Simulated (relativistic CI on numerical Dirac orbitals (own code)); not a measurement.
**Co8+: q coefficients and field-shift factors**

Calculated at this level of theory: Dirac-Coulomb-Breit CI, separate exchange-only KLI orbitals for each configuration, derivatives by finite differences, unscaled Slater integrals, QED left out (own radial code, finite nucleus).

CI space (outside the closed core [Ne]): 3s2 3p6 3d, 3s2 3p5 3d2, 3s 3p6 3d2, 3s2 3p6 4s, 3s2 3p6 4p, 3s2 3p6 4d, 3p6 3d3, 3p5 3d4. Double excitations out of closed p, d and f shells are left out; levels of such configurations are missing from the list, as are those of other unlisted configurations, and high levels can miss mixing partners.

With x = (α/α₀)² − 1 an excitation energy changes as ω = ω₀ + qx; K = 2q/ω₀ is the relative enhancement. Terms are leading LS components, so labels can repeat. The field-shift factor is F = δν/δ⟨r²⟩ for the transition from the lowest level.

Lowest level 3s2 3p6 3d 2D_3/2.

| Level | ω₀ (cm⁻¹) | q (cm⁻¹) | K | F (GHz/fm²) |
| --- | --- | --- | --- | --- |
| 3s2 3p6 3d 2D_5/2 | 2381 | 2355 | 1.98 | 0.0103 |
| 3s2 3p5 3d2 4D°_1/2 | 417387 | 4750 | 0.0228 | 0.488 |
| 3s2 3p5 3d2 4D°_3/2 | 418514 | 5713 | 0.0273 | 0.49 |
| 3s2 3p5 3d2 4D°_5/2 | 420401 | 7323 | 0.0348 | 0.492 |
| 3s2 3p5 3d2 4D°_7/2 | 423151 | 9828 | 0.0464 | 0.494 |
| 3s2 3p5 3d2 4G°_11/2 | 441894 | 5206 | 0.0236 | 0.528 |
| 3s2 3p5 3d2 4G°_9/2 | 443807 | 5687 | 0.0256 | 0.518 |
| 3s2 3p5 3d2 4G°_7/2 | 446285 | 7199 | 0.0323 | 0.507 |
| 3s2 3p5 3d2 4P°_5/2 | 447541 | 6227 | 0.0278 | 0.525 |
| 3s2 3p5 3d2 4G°_5/2 | 449003 | 8918 | 0.0397 | 0.5 |
| 3s2 3p5 3d2 4P°_3/2 | 451330 | 9423 | 0.0418 | 0.515 |
| 3s2 3p5 3d2 4P°_1/2 | 454219 | 12450 | 0.0548 | 0.507 |
| 3s2 3p5 3d2 4F°_3/2 | 459218 | 5649 | 0.0246 | 0.52 |

At this charge configurations can still be misplaced by up to about 7 % of their energy.
